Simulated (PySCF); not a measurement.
[Ta(F)3(OH)2] (charge 0, multiplicity 1)

The numbers are results of PBE-D3(BJ)/def2-TZVP // r2SCAN-D4/def2-SVP run with PySCF, not measurements.

```yaml
HOMO: -8.43 eV
dipole_moment: 2.59 D
HOMO–LUMO gap: 5.91 eV
LUMO: -2.53 eV
charge on the central atom (Mulliken): 1.47 e
total_energy: -13832.75 eV
cost: around 90 core-seconds (rough)
```

```xyz
8

Ta    -0.0787     0.0177    -0.0339
F      0.6273     1.4882     0.9560
F     -1.7543     0.4201     0.7165
F      1.1903    -1.0686     0.8277
O      0.4508     0.9476    -1.6068
H      0.8838     1.8103    -1.5240
O     -0.7676    -1.4196    -1.0359
H     -1.1105    -2.1370    -1.5726
```
